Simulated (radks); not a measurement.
Ar4.25+, configuration [Ne] 3p(up 1.5, down 1.5) 3s(up 0.75, down 0) (fractional occupations, a model configuration).

All-electron calculation, non-relativistic Kohn-Sham, PBEsol, spin-polarised, spherical densities, point nucleus. Program: a radial shooting solver on a logarithmic mesh with Libxc functionals.

Energy parts (Ry):
part                       energy
total                 -1039.89868
kinetic                1038.79189
electron-nucleus      -2404.30318
Hartree                 381.19574
exchange-correlation    -55.58313

Orbitals (lengths in bohr, moments of r in powers of bohr):
| orbital | occ. | eigenvalue (Ry) | <r^2> | <r> |
|---|---|---|---|---|
| 1s up | 1 | -233.6684 | 0.009999 | 0.08627 |
| 1s down | 1 | -233.6484 | 0.010000 | 0.08628 |
| 2s up | 1 | -27.08080 | 0.2045 | 0.4154 |
| 2s down | 1 | -27.05912 | 0.2043 | 0.4152 |
| 2p up | 3 | -22.35373 | 0.1751 | 0.3757 |
| 2p down | 3 | -22.33184 | 0.1749 | 0.3755 |
| 3s up | 0.75 | -6.36053 | 1.770 | 1.246 |
| 3s down | 0 | -6.25073 | 1.785 | 1.251 |
| 3p up | 1.5 | -5.19001 | 1.998 | 1.316 |
| 3p down | 1.5 | -5.08703 | 2.025 | 1.324 |

The highest occupied level is 3p down at -69.213 eV. The configuration is held as typed, so some empty levels lie below it. Spin moment in Bohr magnetons: 0.75. Summed over all electrons, <r^2> = 8.840 bohr^2, which gives a Langevin (diamagnetic) susceptibility term of -7 x 10^-6 cm^3/mol. The density falls to 0.001 e/bohr^3 at r = 2.79 bohr. The spin density at the nucleus is 15.42 e/bohr^3 (1s 0.16, 2s 0.01, 3s 15.26), a Fermi contact field of 808 T.
